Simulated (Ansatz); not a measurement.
C12H10I, that is diphenyliodonium with one electron more. The state is a doublet with charge 0. Geometry PBE-D4/def2-SVP, that of the charge +1 singlet; atoms count from 1.

```xyz
23

C    -2.5322    2.0266    1.9520
C    -2.7054    1.9014    0.5639
C    -1.5915    1.8042   -0.2872
C    -0.3257    1.8299    0.3110
I     1.3960    1.6326   -0.9535
C     1.4519   -0.5099   -1.0816
C     0.9818   -1.1061   -2.2581
C     1.0038   -2.5105   -2.3189
C     1.4789   -3.2620   -1.2326
C     1.9406   -2.6238   -0.0697
C     1.9407   -1.2218    0.0205
C    -0.1093    1.9571    1.6892
C    -1.2449    2.0534    2.5117
H    -3.4129    2.1072    2.6064
H    -3.7152    1.8861    0.1266
H    -1.7245    1.7133   -1.3746
H     0.6102   -0.5152   -3.1076
H     0.6463   -3.0120   -3.2310
H     1.4914   -4.3604   -1.2932
H     2.3172   -3.2145    0.7791
H     2.3130   -0.7195    0.9248
H     0.9001    1.9869    2.1237
H    -1.1106    2.1571    3.5991
```

In the def2 sets I takes a core potential; there is no spin–orbit coupling.

Problem. Estimate the Mulliken populations from the PBE0/def2-SVP orbitals of Ansatz.

Solution. 
```json
{"atom": "C1", "charge (e)": "-0.02", "spin (α − β)": "0.04"}
{"atom": "C2", "charge (e)": "-0.03", "spin (α − β)": "-0.01"}
{"atom": "C3", "charge (e)": "0.02", "spin (α − β)": "0.02"}
{"atom": "C4", "charge (e)": "-0.22", "spin (α − β)": "0.19"}
{"atom": "I5", "charge (e)": "0.25", "spin (α − β)": "0.49"}
{"atom": "C6", "charge (e)": "-0.22", "spin (α − β)": "0.21"}
{"atom": "C7", "charge (e)": "0.02", "spin (α − β)": "0.00"}
{"atom": "C8", "charge (e)": "-0.04", "spin (α − β)": "0.00"}
{"atom": "C9", "charge (e)": "-0.02", "spin (α − β)": "0.03"}
{"atom": "C10", "charge (e)": "-0.03", "spin (α − β)": "-0.01"}
{"atom": "C11", "charge (e)": "0.02", "spin (α − β)": "0.01"}
{"atom": "C12", "charge (e)": "0.02", "spin (α − β)": "0.01"}
{"atom": "C13", "charge (e)": "-0.03", "spin (α − β)": "-0.01"}
{"atom": "H14", "charge (e)": "0.03", "spin (α − β)": "0.00"}
{"atom": "H15", "charge (e)": "0.03", "spin (α − β)": "0.00"}
{"atom": "H16", "charge (e)": "0.03", "spin (α − β)": "0.01"}
{"atom": "H17", "charge (e)": "0.02", "spin (α − β)": "0.01"}
{"atom": "H18", "charge (e)": "0.03", "spin (α − β)": "0.00"}
{"atom": "H19", "charge (e)": "0.03", "spin (α − β)": "0.00"}
{"atom": "H20", "charge (e)": "0.03", "spin (α − β)": "0.00"}
{"atom": "H21", "charge (e)": "0.02", "spin (α − β)": "0.01"}
{"atom": "H22", "charge (e)": "0.03", "spin (α − β)": "0.01"}
{"atom": "H23", "charge (e)": "0.03", "spin (α − β)": "0.00"}
```
Mulliken values depend strongly on the basis.

Problem. Where does the spin sit?

Solution. Summed by element: C 0.48, I 0.49, H 0.04, of 1 unpaired in all. Largest on single atoms: I5 0.49, C6 0.21, C4 0.19.

Problem. And the Mayer bond orders between heavy atoms (over 0.3)?

Solution. C1–C2 1.39 (1.40 Å); C1–C13 1.39 (1.40 Å); C2–C3 1.41 (1.41 Å); C3–C4 1.39 (1.40 Å); C4–I5 0.78 (2.15 Å); C4–C12 1.39 (1.40 Å); I5–C6 0.76 (2.15 Å); C6–C7 1.40 (1.40 Å); C6–C11 1.39 (1.40 Å); C7–C8 1.41 (1.41 Å); C8–C9 1.39 (1.40 Å); C9–C10 1.40 (1.40 Å); C10–C11 1.41 (1.40 Å); C12–C13 1.42 (1.41 Å).
